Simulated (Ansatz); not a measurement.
A nudged elastic band was laid between two geometries of GeH5N + H4Si (12 atoms, charge 0, multiplicity 1).

All numbers below come from RKS PBE-D4/def2-SVP in Ansatz 0.2.0.

- movable images: 5
- climbing image: yes
- spring: 5.0 eV/Å²
- optimiser: quadratic models (default)
- start path: through a guess of the saddle point
- force threshold: 0.05 eV/Å
- iteration limit: 60
- end points: relaxed

Initial state:

```xyz
12
Properties=species:S:1:pos:R:3
Ge -1.823 -0.109 0.366
N -0.852 -0.461 1.913
H -1.125 -0.514 -0.976
H -3.154 -0.894 0.488
H -2.082 1.418 0.350
H 1.562 -0.088 0.158
Si 1.922 0.391 -1.223
H 0.029 0.066 1.946
H -0.609 -1.455 2.005
H 3.363 0.818 -1.235
H 1.049 1.558 -1.588
H 1.720 -0.728 -2.205
```

Final state:

```xyz
12
Properties=species:S:1:pos:R:3
Ge -1.431 0.374 -0.608
N 0.622 -0.776 2.104
H -2.309 0.804 -1.814
H -1.931 -1.016 -0.129
H -1.669 1.389 0.542
H 1.482 -0.685 1.548
Si 0.886 0.299 -1.221
H 0.175 0.150 2.105
H -0.002 -1.401 1.578
H 1.709 1.185 -0.326
H 1.051 0.784 -2.637
H 1.416 -1.107 -1.143
```

Problem. What changes between the two ends?

Solution. Bonds broken: Ge1–N2, H6–Si7. Bonds formed: Ge1–Si7, N2–H6. GeH5N + H4Si becomes GeH6Si + H3N.

Problem. What energy profile does the band end with?

Solution. It converged. The highest image is number 3 of 0 to 6, 136.5 kJ/mol above the first end and 167.2 kJ/mol above the last; the last end lies 30.7 kJ/mol below the first. Neighbouring images differ by up to 1.2 eV, so the band resolves the path poorly. A vibrational analysis at the climbing image gives one clearly imaginary mode, 249i cm⁻¹: a first-order saddle point. The orbitals stay closed-shell, which can raise the energy where a bond breaks towards radicals; this wasn't checked here.

```csv
image,path coordinate (Å),energy (kJ/mol),Ge1–N2 (Å),H6–Si7 (Å),Ge1–Si7 (Å)
0,0.00,0.0,1.86,1.51,4.10
1,1.10,1.7,1.86,1.51,3.99
2,2.21,19.0,1.87,1.52,3.64
3,3.31,136.5,2.04,2.23,3.17
4,4.82,46.6,2.53,2.74,2.51
5,6.34,-25.3,3.62,3.01,2.40
6,7.86,-30.7,3.59,3.00,2.40
```

Problem. What is the geometry of the highest image?

Solution. 
```xyz
12
Properties=species:S:1:pos:R:3:forces:R:3
Ge -1.462 0.074 0.050 0.02 -0.01 0.01
N -0.178 -0.678 1.441 -0.05 0.03 0.04
H -1.437 -0.718 -1.268 -0.01 0.00 0.00
H -2.738 -0.344 0.863 0.00 0.00 0.00
H -1.392 1.608 -0.009 0.00 0.00 0.00
H 0.706 -0.437 0.827 0.04 -0.02 -0.04
Si 1.473 0.435 -1.080 0.00 0.00 0.00
H -0.181 -0.158 2.336 -0.01 0.00 0.01
H -0.292 -1.687 1.642 0.01 0.00 -0.01
H 2.743 1.206 -0.738 0.00 0.00 0.00
H 0.781 1.372 -2.067 0.00 0.00 0.00
H 1.978 -0.674 -1.996 0.00 0.00 0.00
```

Time of the run: 3.9 min on 2 threads of Arm Neoverse V1, with other jobs on the host, peak memory 0.15 GiB.
